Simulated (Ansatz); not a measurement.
A nudged elastic band was laid between two geometries of C2H8OSi + H (13 atoms, charge 0, multiplicity 2).

The calculation used UKS B3LYP-D4/def2-SVP in Ansatz.

```json
{
  "movable images": "7",
  "climbing image": "yes",
  "spring": "5.0 eV/Å²",
  "optimiser": "quadratic models (default)",
  "start path": "through a guess of the saddle point",
  "force threshold": "0.03 eV/Å",
  "iteration limit": "60",
  "end points": "relaxed"
}
```

First end point:

```xyz
13
Properties=species:S:1:pos:R:3
Si -0.027 -0.032 -0.282
H -0.118 0.054 1.214
H 1.387 0.139 -0.710
O -0.861 1.243 -0.969
C -2.209 1.556 -0.715
H -2.411 1.683 0.366
H -2.455 2.504 -1.219
H -2.898 0.780 -1.101
C -0.696 -1.695 -0.846
H -1.743 -1.841 -0.531
H -0.652 -1.785 -1.943
H -0.100 -2.516 -0.412
H -0.347 -0.023 3.442
```

Last end point:

```xyz
13
Properties=species:S:1:pos:R:3
Si 0.020 0.061 -0.447
H -0.011 -0.153 2.789
H 1.378 0.195 -1.061
O -0.865 1.327 -1.096
C -2.244 1.552 -0.935
H -2.517 1.711 0.125
H -2.522 2.459 -1.497
H -2.852 0.712 -1.322
C -0.752 -1.613 -0.881
H -1.735 -1.752 -0.403
H -0.881 -1.702 -1.974
H -0.094 -2.429 -0.542
H -0.056 -0.302 3.537
```

(1) Which bonds break or form, and what moves?

(2) What energy profile does the band end with?

(3) What is the geometry of the highest image?

(4) What are the harmonic wavenumbers there?

Answers

(1) Bonds broken: Si1–H2. Bonds formed: H2–H13. C2H8OSi + H becomes C2H7OSi + H2.

(2) It converged. The highest image is number 2 of 0 to 8, 0.9 kJ/mol above the first end and 53.7 kJ/mol above the last; the last end lies 52.9 kJ/mol below the first. A vibrational analysis at the climbing image gives one clearly imaginary mode, 277i cm⁻¹: a first-order saddle point.

| image | path coordinate (Å) | energy (kJ/mol) | Si1–H2 (Å) | H2–H13 (Å) |
| --- | --- | --- | --- | --- |
| 0 | 0.00 | 0.0 | 1.50 | 2.24 |
| 1 | 0.38 | 0.2 | 1.51 | 1.88 |
| 2 | 0.76 | 0.9 | 1.54 | 1.45 |
| 3 | 1.20 | -24.3 | 1.99 | 0.88 |
| 4 | 1.64 | -42.3 | 2.39 | 0.78 |
| 5 | 2.09 | -50.0 | 2.74 | 0.77 |
| 6 | 2.53 | -52.5 | 3.06 | 0.76 |
| 7 | 2.97 | -52.8 | 3.23 | 0.76 |
| 8 | 3.42 | -52.9 | 3.24 | 0.76 |

(3) 
```xyz
13
Properties=species:S:1:pos:R:3
Si -0.023 -0.041 -0.205
H -0.156 0.008 1.331
H 1.403 0.141 -0.589
O -0.840 1.254 -0.868
C -2.202 1.550 -0.669
H -2.453 1.645 0.405
H -2.430 2.510 -1.158
H -2.864 0.779 -1.108
C -0.689 -1.691 -0.807
H -1.737 -1.841 -0.501
H -0.638 -1.757 -1.907
H -0.094 -2.519 -0.387
H -0.408 0.029 2.757
```

(4) 277i, 71, 94, 114, 129, 154, 215, 279, 526, 659, 750, 756, 779, 883, 946, 958, 1153, 1177, 1213, 1269, 1430, 1433, 1473, 1477, 1481, 1674, 2244, 2982, 3028, 3047, 3101, 3118, 3123 cm⁻¹.

The run took 2.7 min on 4 threads of Arm Neoverse V2, on a shared host, peak memory 0.32 GiB.
